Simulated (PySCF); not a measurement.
PySCF input (TPSSh/def2-TZVPD):

```python
from pyscf import gto, scf, dft

mol = gto.M(
    atom='''
    B     0.00294040   -0.00133337    0.00410137
    C     1.53003665   -0.27155343   -0.24603334
    C    -0.53645449    1.47330395    0.06421031
    C    -0.99216009   -1.20294843    0.18365569
    H     1.77655645    0.06856507   -1.26107031
    H     1.83648543   -1.31597171   -0.16580652
    H     2.15891229    0.33393360    0.41465664
    H     0.23012744    2.24974902    0.08548387
    H    -1.20888253    1.61864053    0.91625848
    H    -1.16218604    1.64687369   -0.82143973
    H    -2.05041905   -0.94231810    0.12205085
    H    -0.78433510   -2.02503083   -0.50759852
    H    -0.81949333   -1.62058683    1.18596252
    ''',
    basis='def2-tzvpd',
    charge=0,
    spin=0,
    verbose=4,
)

mf = dft.RKS(mol, xc='tpssh').density_fit(auxbasis='def2-universal-jkfit')
mf.grids.level = 3
mf.conv_tol = 1e-9
mf.max_cycle = 100
mf.max_memory = 1500
mf.kernel()
if not mf.converged:
    mf = mf.newton()
    mf.kernel(mf.make_rdm1())
mf.analyze()
```

Output:

```
PySCF version 2.14.0

[INPUT] verbose = 4
[INPUT] num. atoms = 13
[INPUT] num. electrons = 32
[INPUT] charge = 0
[INPUT] spin (= nelec alpha-beta = 2S) = 0
[INPUT] symmetry False subgroup None
[INPUT] Mole.unit = angstrom
[INPUT] Symbol           X                Y                Z      unit          X                Y                Z       unit  Magmom
[INPUT]  1 B      0.002940400000  -0.001333370000   0.004101370000 AA    0.005556550697  -0.002519704123   0.007750466036 Bohr   0.0
[INPUT]  2 C      1.530036650000  -0.271553430000  -0.246033340000 AA    2.891350229047  -0.513161610886  -0.464935630112 Bohr   0.0
[INPUT]  3 C     -0.536454490000   1.473303950000   0.064210310000 AA   -1.013752064393   2.784140963740   0.121339900273 Bohr   0.0
[INPUT]  4 C     -0.992160090000  -1.202948430000   0.183655690000 AA   -1.874910841824  -2.273243074676   0.347058955318 Bohr   0.0
[INPUT]  5 H      1.776556450000   0.068565070000  -1.261070310000 AA    3.357205135330   0.129569204012  -2.383077509720 Bohr   0.0
[INPUT]  6 H      1.836485430000  -1.315971710000  -0.165806520000 AA    3.470454494454  -2.486826119576  -0.313328912467 Bohr   0.0
[INPUT]  7 H      2.158912290000   0.333933600000   0.414656640000 AA    4.079752955058   0.631043047790   0.783587485332 Bohr   0.0
[INPUT]  8 H      0.230127440000   2.249749020000   0.085483870000 AA    0.434877835347   4.251409496809   0.161541102368 Bohr   0.0
[INPUT]  9 H     -1.208882530000   1.618640530000   0.916258480000 AA   -2.284456898471   3.058787295821   1.731477586510 Bohr   0.0
[INPUT] 10 H     -1.162186040000   1.646873690000  -0.821439730000 AA   -2.196213321393   3.112140235852  -1.552296117537 Bohr   0.0
[INPUT] 11 H     -2.050419050000  -0.942318100000   0.122050850000 AA   -3.874730445091  -1.780723131221   0.230642679770 Bohr   0.0
[INPUT] 12 H     -0.784335100000  -2.025030830000  -0.507598520000 AA   -1.482178528883  -3.826753662501  -0.959222184035 Bohr   0.0
[INPUT] 13 H     -0.819493330000  -1.620586830000   1.185962520000 AA   -1.548617954608  -3.062465269777   2.241144356799 Bohr   0.0

nuclear repulsion = 112.70388349336
number of shells = 97
number of NR pGTOs = 307
number of NR cGTOs = 229
basis = def2-tzvpd
ecp = {}

******** <class 'pyscf.df.df_jk.DFRKS'> ********
method = DFRKS
initial guess = minao
damping factor = 0
level_shift factor = 0
DIIS = <class 'pyscf.scf.diis.CDIIS'>
diis_start_cycle = 1
diis_space = 8
diis_damp = 0
SCF conv_tol = 1e-09
SCF conv_tol_grad = None
SCF max_cycles = 100
direct_scf = False
XC library pyscf.dft.libxc version 7.1.2
    S. Lehtola, C. Steigemann, M. J. T. Oliveira, and M. A. L. Marques,  SoftwareX 7, 1–5 (2018)
XC functionals = tpssh
    V. N. Staroverov, G. E. Scuseria, J. Tao, and J. P. Perdew,  J. Chem. Phys. 119, 12129 (2003)
radial grids:
    Treutler-Ahlrichs [JCP 102, 346 (1995); DOI:10.1063/1.469408] (M4) radial grids

becke partition: Becke, JCP 88, 2547 (1988); DOI:10.1063/1.454033
pruning grids: <function nwchem_prune>
grids dens level: 3
symmetrized grids: False
atomic radii adjust function: <function treutler_atomic_radii_adjust>
small_rho_cutoff = 0
Set gradient conv threshold to 3.16228e-05
Initial guess from minao.
tot grids = 144672
[...]
cycle= 8 E= -144.673114843294  delta_E= -4.25e-10  |g|= 6.67e-06  |ddm|= 8.49e-05
  HOMO = -0.285879156941225  LUMO = -0.0231393695990064  gap/eV = 7.14951
Extra cycle  E= -144.673114843294  delta_E= -2.84e-13  |g|= 6.58e-06  |ddm|= 1.91e-05
converged SCF energy = -144.673114843294
**** SCF Summaries ****
Total Energy =                        -144.673114843294115
Nuclear Repulsion Energy =             112.703883493359854
One-electron Energy =                 -415.607983988542230
Two-electron Energy =                  158.230985651888290
Two-electron Coulomb Energy =          182.012803491762782
DFT Exchange-Correlation Energy =      -23.781817839874503
HOMO-LUMO gap [eV] =                     7.149513776181809
**** MO energy ****
MO #1   energy= -10.077539439971   occ= 2
MO #2   energy= -10.0774442100856  occ= 2
MO #3   energy= -10.0773769624031  occ= 2
MO #4   energy= -6.67675561298944  occ= 2
MO #5   energy= -0.70209740522861  occ= 2
MO #6   energy= -0.656531133053407 occ= 2
MO #7   energy= -0.656149422925567 occ= 2
MO #8   energy= -0.420442233078216 occ= 2
MO #9   energy= -0.397206829824311 occ= 2
MO #10  energy= -0.39621826008577  occ= 2
MO #11  energy= -0.396033227543954 occ= 2
MO #12  energy= -0.364612115555391 occ= 2
MO #13  energy= -0.363977450140594 occ= 2
MO #14  energy= -0.350424165636005 occ= 2
MO #15  energy= -0.286130998814805 occ= 2
MO #16  energy= -0.285879156941225 occ= 2
MO #17  energy= -0.0231393695990064 occ= 0
MO #18  energy= -0.00498098980807579 occ= 0
MO #19  energy= 0.031095761924316  occ= 0
MO #20  energy= 0.0314099293894369 occ= 0
MO #21  energy= 0.0622504231978814 occ= 0
MO #22  energy= 0.0679850146456713 occ= 0
MO #23  energy= 0.0754244525240208 occ= 0
MO #24  energy= 0.0759097066374403 occ= 0
MO #25  energy= 0.0827481363447588 occ= 0
MO #26  energy= 0.0840896212860792 occ= 0
MO #27  energy= 0.102707994061825  occ= 0
MO #28  energy= 0.121529444101826  occ= 0
MO #29  energy= 0.122907404283328  occ= 0
MO #30  energy= 0.126178109496908  occ= 0
MO #31  energy= 0.135838784268602  occ= 0
MO #32  energy= 0.136830893249621  occ= 0
MO #33  energy= 0.143928990129774  occ= 0
MO #34  energy= 0.171588845405752  occ= 0
MO #35  energy= 0.175699301770512  occ= 0
MO #36  energy= 0.19555842383058   occ= 0
MO #37  energy= 0.205024248350547  occ= 0
MO #38  energy= 0.226983946780033  occ= 0
MO #39  energy= 0.230555631586715  occ= 0
MO #40  energy= 0.240847613095785  occ= 0
MO #41  energy= 0.242258714902824  occ= 0
MO #42  energy= 0.24279543712335   occ= 0
MO #43  energy= 0.255966341222921  occ= 0
MO #44  energy= 0.259117288782818  occ= 0
MO #45  energy= 0.259967257884306  occ= 0
MO #46  energy= 0.265612965294527  occ= 0
MO #47  energy= 0.271139323527394  occ= 0
MO #48  energy= 0.272582675864421  occ= 0
MO #49  energy= 0.274327071425627  occ= 0
MO #50  energy= 0.279983686316233  occ= 0
MO #51  energy= 0.282946293838742  occ= 0
MO #52  energy= 0.309286812206988  occ= 0
MO #53  energy= 0.318682667337861  occ= 0
MO #54  energy= 0.324184733769193  occ= 0
MO #55  energy= 0.327897195305855  occ= 0
MO #56  energy= 0.336394236404502  occ= 0
MO #57  energy= 0.346967275688831  occ= 0
MO #58  energy= 0.351102653757947  occ= 0
MO #59  energy= 0.358384537249783  occ= 0
MO #60  energy= 0.360439281632784  occ= 0
MO #61  energy= 0.365776798574869  occ= 0
MO #62  energy= 0.37010453999133   occ= 0
MO #63  energy= 0.37751956478185   occ= 0
MO #64  energy= 0.380264053072138  occ= 0
MO #65  energy= 0.394526986715415  occ= 0
MO #66  energy= 0.407837907556181  occ= 0
MO #67  energy= 0.410235417228567  occ= 0
MO #68  energy= 0.41417579295245   occ= 0
MO #69  energy= 0.426117997050653  occ= 0
MO #70  energy= 0.427417904497987  occ= 0
MO #71  energy= 0.435010527868626  occ= 0
MO #72  energy= 0.435348116030104  occ= 0
MO #73  energy= 0.44215509916693   occ= 0
MO #74  energy= 0.448304206981638  occ= 0
MO #75  energy= 0.456670625988974  occ= 0
MO #76  energy= 0.477291078443675  occ= 0
MO #77  energy= 0.489408416087283  occ= 0
MO #78  energy= 0.497871130010312  occ= 0
MO #79  energy= 0.504633259852906  occ= 0
MO #80  energy= 0.512556544660385  occ= 0
MO #81  energy= 0.516602037505322  occ= 0
MO #82  energy= 0.521932199209209  occ= 0
MO #83  energy= 0.536922796536327  occ= 0
MO #84  energy= 0.538167928757384  occ= 0
MO #85  energy= 0.542769692926928  occ= 0
MO #86  energy= 0.590774501195948  occ= 0
MO #87  energy= 0.60357348242277   occ= 0
MO #88  energy= 0.622771505907313  occ= 0
MO #89  energy= 0.635752426625583  occ= 0
MO #90  energy= 0.658026449569435  occ= 0
MO #91  energy= 0.662212137855952  occ= 0
MO #92  energy= 0.668678112976595  occ= 0
MO #93  energy= 0.693260630315446  occ= 0
MO #94  energy= 0.699997690703336  occ= 0
MO #95  energy= 0.703544354219385  occ= 0
MO #96  energy= 0.713280803630228  occ= 0
MO #97  energy= 0.715974629535446  occ= 0
MO #98  energy= 0.717680891850469  occ= 0
MO #99  energy= 0.740605353390966  occ= 0
MO #100 energy= 0.756010605862775  occ= 0
MO #101 energy= 0.777817762539139  occ= 0
MO #102 energy= 0.793218423763295  occ= 0
MO #103 energy= 0.82101390653621   occ= 0
MO #104 energy= 0.824280608539864  occ= 0
MO #105 energy= 0.839243352155192  occ= 0
MO #106 energy= 0.849920471289619  occ= 0
MO #107 energy= 0.86094113515877   occ= 0
[...]
```
